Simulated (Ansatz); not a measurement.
`B/C(O)=C(\O)F` + `[NH2][GaH2]` → `B[NH][GaH2]` + `O/C=C(\O)F`  (ligand exchange at a B–C bond)

Isolated molecules relaxed with PBE0-D4/def2-TZVP in Ansatz; ΔE leaves out vibrations. CCSD(T)/CBS adds triple-zeta CCSD(T) − MP2 to the extrapolated MP2 energy (def2 sets, frozen cores). Double bonds are as drawn, so ΔE can hold a change between cis and trans. Functionals use def2-TZVPP. For Ga outer-core shells are correlated without core-valence functions, which leaves a few kJ/mol of doubt a bond. Scalar relativity is left out up to krypton. One conformer a species, not always the lowest.

(1) Is it downhill or uphill in electronic energy at CCSD(T)/CBS, and by how much? (Estimate.)

(2) What do these levels give: PBE, r2SCAN, PBE0, MP2/def2-TZVPP, SCS-MP2/def2-TZVPP, CCSD(T)/def2-TZVPP? (Best estimate.)

Largest T1 diagnostic among the species: 0.014.

## Answers

(1) Computed: Downhill: ΔE = -77.1 kJ/mol.

(2) The calculation gave: PBE -56.6, r2SCAN -58.7, PBE0 -66.9, MP2/def2-TZVPP -79.1, SCS-MP2/def2-TZVPP -84.6, CCSD(T)/def2-TZVPP -80.6 kJ/mol.

In def2-TZVPP, CCSD(T) changes the Hartree–Fock value by +14.5 kJ/mol (the triples alone add +5.4 kJ/mol) and MP2 by +16.1 kJ/mol. From PBE to PBE0 (25 % exact exchange), in def2-TZVPP and without D4, ΔE moves by −10.3 kJ/mol.
